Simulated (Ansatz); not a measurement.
F₃Se (SMILES F[Se+](F)F), charge +1, singlet, at a GFN2-xTB geometry, atoms displaced at random by about 0.03 Å a coordinate; B3LYP/cc-pVDZ, gradient (Ansatz, a quantum-chemistry and plane-wave program).

Input for Ansatz:
Ansatz 0.2 input:
```yaml
crystal:
  periodic: [false, false, false]
  atoms:
    - {symbol: Se, position_ang: [-0.02787480, 0.11783412, 0.30902505]}
    - {symbol: F, position_ang: [-1.16641988, -0.89158710, -0.37602806]}
    - {symbol: F, position_ang: [0.01942510, 1.13574178, -0.95692353]}
    - {symbol: F, position_ang: [1.27385130, -0.76789185, -0.02506278]}
basis:
  gaussian:
    orbitals: cc-pVDZ
hamiltonian:
  xc: b3lyp
total_charge: 1
output: {forces: true}
```

Output, abridged:

```
Functional definition: B3LYP
719 factors; integrals over basis functions are off by at most 4.0e-4 eV
mean field evaluation 1: about -73476.3061 eV, gradient 9.0e1 eV
mean field evaluation 2: about -73437.4769 eV, gradient 1.8e2 eV
mean field evaluation 4: about -73488.8743 eV, gradient 1.3e1 eV
mean field evaluation 8: about -73489.1823 eV, gradient 4.7e-1 eV
mean field evaluation 16: about -73489.1826 eV, gradient 2.9e-5 eV
mean field -73489.18255673 eV, -2700.6776462029 hartree, gradient 2.9e-5 eV, S^2 0.000000; 0 other end points of the search recorded, 0 dependent functions left out
the calculation of the forces begins
reference -73489.18267980 eV, -2700.6776507254 hartree; 30, 30 occupied and 39, 39 virtual orbitals, 719 factors
Total energy: -73489.18267980 eV, -2700.6776507254 hartree
Atom 0 at    -0.027875     0.117834     0.309025 Å, force    -2.662599     0.912986     3.583753 eV/Å
Atom 1 at    -1.166420    -0.891587    -0.376028 Å, force    -0.945886    -0.939004    -0.315995 eV/Å
Atom 2 at     0.019425     1.135742    -0.956924 Å, force     0.316948     2.185020    -2.424243 eV/Å
Atom 3 at     1.273851    -0.767892    -0.025063 Å, force     3.291537    -2.159002    -0.843516 eV/Å
Dipole moment:    -0.001764     0.194796     0.488020 e Å
```
